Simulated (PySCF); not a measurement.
## Frontier orbitals and the lowest excitations

Compound: Br3Si(SH), Br₃HSSi.
Structure used (PBE0-D3(BJ)/def2-SVP), in Å, numbered top down from 1:
```xyz
6
Br3HSSi angstrom
S      1.400   -0.687   -0.877
Si    -0.404    0.007   -0.008
Br    -0.504    2.216    0.041
Br    -2.014   -0.791   -1.285
Br    -0.648   -0.713    2.070
H      2.177   -0.028    0.015
```

Computed with TDDFT CAM-B3LYP/def2-SVPD, vertical, gas phase, core orbitals frozen in the response in PySCF. The CAM-B3LYP/def2-SVPD calculation is non-relativistic and has no spin–orbit coupling, an omission that weighs most on bromine.

Kohn–Sham orbitals with the atoms that hold most of them (Löwdin shares over 4%, at most four atoms; ? is withheld):

| orbital | ε (eV) | atoms |
| --- | --- | --- |
| HOMO-3 | -10.44 | Br5 34%, Br3 24%, Br4 18%, S1 14% |
| HOMO-2 | -10.25 | Br4 42%, Br3 27%, Br5 22%, S1 5% |
| HOMO-1 | -9.90 | ? |
| HOMO | -9.39 | S1 62%, Br5 16%, Br3 14%, H6 4% |
| LUMO | ? | ? |
| LUMO+1 | 0.43 | S1 26%, Br4 22%, Si2 19%, H6 17% |
| LUMO+2 | 0.66 | S1 27%, Si2 19%, Br4 18%, Br3 14% |

(1) Give the leading atoms of the HOMO-1.

(2) Give the leading atoms of the LUMO.

(3) What is the LUMO energy, and the HOMO–LUMO gap?

## Answers

(1) Br5 (bonded to Si) 36%; Br3 (bonded to Si) 35%; Br4 (bonded to Si) 28%.

(2) Br3 (bonded to Si) 23%; Br5 (bonded to Si) 23%; Si2 (bonded to 3 Br and S) 20%; Br4 (bonded to Si) 18%. By element: bromine 64%, silicon 20%.

(3) ε(LUMO) = -0.66 eV; the gap is 8.73 eV (0.3210 hartree).

Question: How does S1 compare with the orbital gap of 8.73 eV?

Answer: S1 is at 5.44 eV (f = 0.0032), 3.30 eV below the gap, made of HOMO→LUMO (84%). 

Question: Give energy, strength and leading configuration of S1, S2 and S4, and follow the Löwdin shares of the leading atoms from the occupied to the empty orbital.

Answer: 
- S1 (5.44 eV, f 0.0032), HOMO→LUMO (84%): S1 62% → at most 17%, Br5 16% → 23%, Br3 14% → 23%
- S2 (5.95 eV, f 0.0010), HOMO-1→LUMO (92%): Br5 36% → 23%, Br3 35% → 23%
- S4 (6.32 eV, f 0.025), HOMO-2→LUMO (87%): Br4 42% → 18%, Br3 27% → 23%, Br5 22% → 23%

Löwdin shares depend on the basis, the more so with diffuse functions.
